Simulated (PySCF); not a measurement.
Spectrum to structure. Computed with PySCF, TDDFT CAM-B3LYP/def2-SVPD, vertical, gas phase, core orbitals frozen in the response. Geometries: PBE0-D3(BJ)/def2-SVP, one conformer each. Relativistic effects are left out although some hold elements past zinc. The highest level found (6.90 eV, f 0.240 so far) is left out, since the window may have cut off a degenerate partner.

```tsv
state	λ (nm)	f
S1	220.6	0.0000
S2	211.0	0.0005
S3	210.7	0.0003
S4	183.0	0.0009
S5	180.0	0.0039
```

Question: Which candidate is it?
A. `CCCN([SiH3])[SiH3]`
B. `C=C(C)[SiH2]C#[C][GeH3]`
C. `CC(C)(C)C([SiH3])[SiH3]`

Answer: B. Its S1, at 5.62 eV, is the lowest among the candidates; the nearest of the others has S1 at 6.11 eV. S1 is HOMO-1→LUMO/LUMO+1 (≥60%), HOMO-2→LUMO/LUMO+1 (≥13%). Löwdin shares by element: HOMO carbon 78% or more, silicon 6% (atoms not listed hold the other 16%); LUMO (one of a set within 0.03 eV) carbon 38% or more, silicon 13%, germanium 12% (atoms not listed hold the other 36%). At the same level the other candidates give, for their lowest levels:
- `CC(C)(C)C([SiH3])[SiH3]`: 162 nm (f 0.028); 153 nm (f 0.217); 152 nm (f 0.004); 150 nm (f 0.012); 148 nm (f 0.027); T1 7.32 eV; HOMO -9.43, LUMO 1.05 eV
- `CCCN([SiH3])[SiH3]`: 203 nm (f 0.001); 187 nm (f 0.010); 180 nm (f 0.035); 169 nm (f 0.005); 169 nm (f 0.004); HOMO -8.29, LUMO 1.04 eV

Orbitals of the list HOMO-3 to LUMO+2 that lie within 0.01 eV of each other are written together with a slash and their weights summed (≥ marks a lower bound); for degenerate orbitals outside that list single weights are arbitrary.

Shape of the structure used: `[CH2:1]=[C:2]([CH3:3])[SiH2:4][C:5]#[C:6][GeH3:7]`: C1–C2–Si4–C5 1°.
Triplets come from the Tamm–Dancoff approximation.
